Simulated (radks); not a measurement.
Q: The mean radii <r> (bohr) of the occupied orbitals of an atom or ion are listed with their occupations. Method: non-relativistic Kohn-Sham, PBE, spin-polarised, spherical densities, point nucleus; computed with a radial shooting solver on a logarithmic mesh with Libxc functionals.

| orbital | occ. | <r> |
|---|---|---|
| 1s up | 1 | 0.01987 |
| 1s down | 1 | 0.01987 |
| 2s up | 1 | 0.08082 |
| 2s down | 1 | 0.08090 |
| 2p up | 1 | 0.06787 |

Name the element and its charge. Open shells, if any, are filled with parallel spins first.

A: Z = 76, osmium, charge +71: Os71+ in [He] 2s2 2p1. The 1s radius gives Z: for a bare nucleus <r> = 1.5/Z, 0.01974 bohr for Z = 76, and screening makes it slightly larger (0.01987 here). The occupations add up to 5, and the charge is Z minus that.
